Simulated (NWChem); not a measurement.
# CH$_{6}$SSi; SMILES CS[SiH3]

```xyz
9

Si     0.1535     1.3469     0.0002
S     -0.7195    -0.6072     0.0002
C      0.7891    -1.6297     0.0013
H     -0.9884     2.3054    -0.0010
H      1.0051     1.5672     1.2110
H      1.0071     1.5664    -1.2092
H      1.3956    -1.4546    -0.8989
H      0.4581    -2.6771     0.0029
H      1.3961    -1.4520     0.9007
```
Atoms are numbered in this order, from 1.

Computed with NWChem. Geometry optimised at PBE0/def2-SVP; all other runs use it. 

```csv
quantity,level,value
dipole in solution (D) in n-hexane,"PBE0/def2-SVP, SMD",1.67
"vertical, lowest excitation, singlet (eV)","PBE/def2-SVPD, TDA",5.06
−ε(HOMO) (eV),PBE/def2-SVP,5.60
"isotropic polarisability (bohr³), static",PBE/def2-SVPD,66.0
dipole (D),PBE0/def2-SVP,1.47
highest harmonic frequency (cm⁻¹),PBE0/def2-SVP,3187
```
